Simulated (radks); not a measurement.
Problem. The table gives one normalised radial function P(r) = r R(r) of Fe3+ in [Ar] 3d5 (r in bohr). Calculated with a radial shooting solver on a logarithmic mesh with Libxc functionals: scalar-relativistic Kohn-Sham, PBEsol, spin-unpolarised, spherical densities, finite nucleus; Fermi nuclear charge, rms radius 3.7377 fm.

r,P
0.003977,0.0000
0.005056,0.0000
0.006428,0.0000
0.008171,0.0001
0.01039,0.0002
0.0131,0.0003
0.01665,0.0007
0.02117,0.0013
0.02691,0.0026
0.03421,0.0051
0.04349,0.0096
0.05529,0.0180
0.07029,0.0328
0.08936,0.0583
0.1136,0.1004
0.1444,0.1661
0.1836,0.2626
0.2334,0.3934
0.2967,0.5536
0.3771,0.7254
0.4794,0.8781
0.6046,0.9705
0.7686,0.9777
0.9771,0.8892
1.242,0.7259
1.579,0.5243
2.007,0.3265
2.552,0.1686
3.244,0.0681

Which n and l does it have? It may be an empty orbital.

Solution. n = 3, l = 2: the number of nodes gives n - l - 1 = 0, the rise at small r (about r^(l+1)) gives l, and the extent must fit the shell. The curve is that of 3d. 3d: eigenvalue -43.177 eV, 0 radial nodes, <r> = 0.988 bohr, 90 % of the charge inside 1.66 bohr.
